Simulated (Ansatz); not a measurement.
Geometry optimisation, Ansatz 0.2.0, RKS BLYP/def2-SVP.

Input file:

```yaml
crystal:
  periodic: [false, false, false]
  atoms:
    - { symbol: Ge, position_ang: [-0.522424, 0.034876, -0.164015] }
    - { symbol: Cl, position_ang: [1.064432, -0.113684, 2.869593] }
    - { symbol: H, position_ang: [0.355928, -1.23155, -0.134502] }
    - { symbol: H, position_ang: [0.13999, 1.413059, 0.019743] }
    - { symbol: F, position_ang: [-1.268762, 0.027735, -1.77298] }
    - { symbol: "N", position_ang: [-1.886477, -0.152464, 1.138787] }
    - { symbol: H, position_ang: [-2.373336, -1.055209, 1.06837] }
    - { symbol: Si, position_ang: [-2.906753, 1.158226, 1.757015] }
    - { symbol: H, position_ang: [-3.603655, 0.660502, 2.988688] }
    - { symbol: H, position_ang: [-2.004816, 2.301159, 2.100253] }
    - { symbol: H, position_ang: [-3.944144, 1.641962, 0.791617] }
    - { symbol: H, position_ang: [-0.230182, -0.390611, 2.646329] }
basis:
  gaussian: { orbitals: def2-SVP }
hamiltonian:
  xc: blyp
relax:
  f_tol: 0.03
  max_steps: 50
```

Launched with:

```bash
$ ansatz run input.yaml --threads 4 --pin off --max-ram 5120MiB --backend cpu --events-out ev --progress --plain --runs-dir out
```

Where does it end, and by what steps?

It converged. The force dipped under the threshold on the way, but the program's further checks kept it going. After 11 steps the energy has fallen by 0.111 eV; Cl2 moved furthest, 0.69 Å.

```
step  energy less start (eV)  largest force component (eV/Å)  accepted
   0                  0.0000                           0.601       yes
   1                 -0.0270                           1.027       yes
   2                 -0.0783                           0.310       yes
   3                 -0.0959                           0.192       yes
   4                 -0.0930                           0.369        no
   5                 -0.1016                           0.053       yes
   6                 -0.1055                           0.066       yes
   7                 -0.1070                           0.086       yes
   8                 -0.1084                           0.047       yes
   9                 -0.1098                           0.019       yes
  10                 -0.1105                           0.067       yes
  11                 -0.1109                           0.028       yes
```

```xyz
12
Properties=species:S:1:pos:R:3
Ge -0.502 0.077 -0.250
Cl 0.617 -0.335 3.342
H 0.315 -1.228 -0.376
H 0.258 1.402 -0.036
F -1.404 0.253 -1.765
N -1.725 -0.133 1.157
H -2.128 -1.081 1.165
Si -2.824 1.144 1.750
H -3.238 0.795 3.148
H -2.040 2.419 1.727
H -4.059 1.300 0.909
H -0.451 -0.318 2.537
```

Whether the end is a true minimum wasn't checked by a vibrational analysis.

The run took 20 s on 4 threads of Arm Neoverse V2, with other jobs on the host, peak memory 0.2 GiB.
